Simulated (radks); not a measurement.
Xe IV, 51 electrons, occupied as [Kr] 4d10 5s2 5p3. Calculated with a radial shooting solver on a logarithmic mesh with Libxc functionals: scalar-relativistic Kohn-Sham, PBE, spin-unpolarised, spherical densities, finite nucleus; Fermi nuclear charge, rms radius 4.7859 fm.

Radial electron density D(r) = 4 pi r^2 rho(r):

r (bohr)  D(r) (e/bohr)
0.002488          9.540
0.002851          11.78
0.003292          14.63
0.003772          17.83
0.004356          21.81
0.004991          26.14
0.005764          31.33
0.006657          37.08
0.007626          42.89
0.008808          49.23
0.01009           55.10
0.01165           60.82
0.01335           65.33
0.01542           68.70
0.01767           70.25
0.0204            70.02
0.02337           68.26
0.02699           65.39
0.03093           62.74
0.03572           61.32
0.04125           62.59
0.04726           66.85
0.05458           74.17
0.06253           82.12
0.07221           88.95
0.08273           91.37
0.09555           88.24
0.1095            80.80
0.1264            71.64
0.1448            65.95
0.1673            65.98
0.1932            71.25
0.2213            76.36
0.2556            75.81
0.2928            66.89
0.3382            51.08
0.3875            36.33
0.4475            27.04
0.5127            25.65
0.5921            28.36
0.6783            29.87
0.7834            27.33
0.8975            21.68
1.036             14.96
1.197             9.794
1.371             6.883
1.584             5.220
1.815             4.138
2.096             3.004
2.401             1.938
2.773             1.017
3.177            0.4580
3.669            0.1576
4.203           0.04521
4.854          0.008969
5.561          0.001420
6.423         0.0001385

D(r) has 4 maxima, at r = 0.0187, 0.0827, 0.236, 0.673 bohr, and minima at 0.0363, 0.156, 0.493 bohr, inside which lie 1.98, 11.19, 28.95 electrons.
